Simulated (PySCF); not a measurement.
A GIAO shielding run with PySCF 2.14.0 with density-fitted response routines (density fitting, non-relativistic, gas phase) on `C(C[SiH2]CN=C)(=C)F`, C$_{5}$H$_{10}$FNSi:

```
$ OMP_NUM_THREADS=1 python probes_run.py task.json out

{"job": {"kind": "nmr", "xc": "PBE0", "basis": "pcSseg-1"}, "charge": 0, "multiplicity": 1}
C     -2.716853     1.025359     0.252205
N     -1.567341     0.767085    -0.172743
C     -1.271823    -0.487835    -0.769253
Si    -0.092313    -1.434804     0.411144
C      1.321600    -0.228818     0.871241
C      2.129419     0.132948    -0.318242
C      2.047497     1.218729    -1.063865
F      3.025800    -0.833696    -0.656054
H     -3.573054     0.344621     0.174122
H     -2.890291     1.982259     0.721963
H     -0.740465    -0.291443    -1.702484
H     -2.169411    -1.083378    -0.992857
H     -0.808399    -1.804183     1.638131
H      0.409866    -2.626610    -0.276978
H      0.897028     0.674958     1.302415
H      1.971269    -0.696052     1.610769
H      2.680473     1.359343    -1.921615
H      1.338240     1.987834    -0.826192
```

Hardware: 1 thread of an Arm Neoverse V2, shared host. The job also computes population analyses, field gradients.

(1) How large is the calculation?

(2) How long does it take, and how much memory does it need?

Answers

(1) 70 electrons, 193 basis functions and 1017 auxiliary functions.

(2) 30 s of wall time, with 14 SCF cycles and 5 response iterations; peak memory 0.85 GiB. Times on a shared host scatter by some tens of per cent.
